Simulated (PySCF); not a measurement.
C4H4BNO, SMILES N#CC1=CCB1O. Heavy atoms are numbered as in [N:1]#[C:2][C:3]1=[CH:4][CH2:5][B:6]1[OH:7]. Hydrogens are named by the atom that carries them.

Coordinates come from a PBE0-D3(BJ)/def2-SVP optimisation. This is a generated structure with no PubChem entry under its InChIKey; it may be hypothetical. Other conformers were not sampled.

The numbers are results of PBE/pcSseg-1 (PySCF), not measurements.

GIAO shieldings, no solvent; atoms alike by connectivity are averaged. δ = σ(ref) − σ: ¹⁵N against NH3 (σ = 267.0 ppm); ¹³C against TMS (σ = 182.0 ppm); ¹¹B against BF3 (σ = 83.9 ppm); ¹⁷O against H2O (σ = 334.3 ppm); ¹H against TMS (σ = 31.49 ppm), references at their B3LYP-D3(BJ)/def2-TZVP geometries, non-relativistic.

```csv
nucleus,atoms,count,δ (ppm)
¹⁵N,N1,1,329.0
¹³C,C4 (CH),1,186.2
¹³C,C3,1,130.7
¹³C,C2,1,117.9
¹³C,C5 (CH2),1,29.1
¹¹B,B6,1,29.5
¹⁷O,O7 (OH),1,182.5
¹H,H on C4,1,8.75
¹H,H on O7,1,5.72
¹H,H on C5,2,1.98
```
